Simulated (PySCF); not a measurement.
## Er⁵²⁺: ionisation energy

Er⁵²⁺ [Ne] 3s2 3p4 (3P) → Er⁵³⁺ [Ne] 3s2 3p3 (4S), as a difference of total energies. All numbers are calculated (PySCF 2.14, scalar relativity by spin-free X2C-1e, in an even-tempered Gaussian basis (17 s from 12 bohr⁻², ratio 2.5; 12 p from 15 bohr⁻², ratio 2.5; 4 d from 64 bohr⁻², ratio 2.7; 4 f from 97 bohr⁻², ratio 2.7)). Correlated levels: outer shells: 1s2 frozen; virtual orbitals above 40 to 60 times the deepest correlated orbital energy dropped. The calculations carry no spin-orbit coupling.

```csv
method,ionisation energy (eV)
UHF,4927.5
LDA,4930.2
PBE,4931.4
PBE0,4931.0
r2SCAN,4930.6
B3LYP,4931.6
MP2 (outer shells),4928.7
```

Task: Estimate what M06-L gives.

Result: 4929.3 eV, closest to MP2 (outer shells) among the rows shown.

Task: Estimate what SCS-MP2 (outer shells) gives.

Result: 4928.7 eV, closest to MP2 (outer shells) among the rows shown.

Spin-orbit coupling is strong in these open shells (close to jj coupling). The scalar numbers leave it out and a first-order estimate fails, so it can dominate the gap to the real levels.

The ground level that NIST lists for one species does not belong to the high-spin term computed here, so part of any gap is the choice of state.

Breit and QED terms and the two-electron picture change are absent.

For comparison: 4866 ± 4 eV (theoretical estimate listed by NIST; NIST Atomic Spectra Database, ionization energies).
